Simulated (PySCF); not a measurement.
C3H8BrInO. Atoms are numbered in the order given.

```xyz
14

In     0.0736     0.4033     0.0822
Br     0.8163    -1.6659     1.2911
C      1.1079     2.3022     0.2269
H      2.0586     2.2190    -0.3328
H      1.3202     2.5043     1.2930
H      0.4774     3.1010    -0.2048
O     -1.6380    -0.0193    -0.9283
C     -2.1549     0.9086    -1.8608
C     -1.3169     1.0046    -3.1336
H     -3.1823     0.5637    -2.1256
H     -2.2821     1.9331    -1.4253
H     -1.1967     0.0031    -3.5940
H     -1.7813     1.6813    -3.8811
H     -0.3005     1.4006    -2.9109
```
Charge 0, spin multiplicity 1.

Geometry: PBE-D3(BJ)/def2-SVP. The def2 effective core potentials stand for the cores of In; spin–orbit coupling is left out. Other conformers were not sampled.

Computed with TDA-ωB97X/def2-SVPD in PySCF.

Vertical excitations. 

```tsv
state	energy (eV)	λ (nm)	f	main pairs
S1	5.33	233	0.004	HOMO−1→LUMO 67 %, HOMO→LUMO 18 %
S2	5.50	225	0.025	HOMO→LUMO+1 62 %, HOMO→LUMO 21 %
S3	5.59	222	0.039	HOMO−1→LUMO+1 33 %, HOMO→LUMO+1 27 %, HOMO→LUMO 22 %, HOMO−1→LUMO 5 %
S4	5.79	214	0.017	HOMO−2→LUMO 62 %, HOMO−1→LUMO+1 21 %
S5	5.91	210	0.040	HOMO−3→LUMO 78 %
S6	6.25	198	0.066	HOMO−2→LUMO+1 43 %, HOMO−1→LUMO+1 16 %, HOMO−3→LUMO+1 11 %, HOMO→LUMO 10 %
T1	4.76	261	0	HOMO→LUMO 75 %
T2	4.99	248	0	HOMO−1→LUMO 77 %
```
Triplets are in the Tamm–Dancoff approximation.
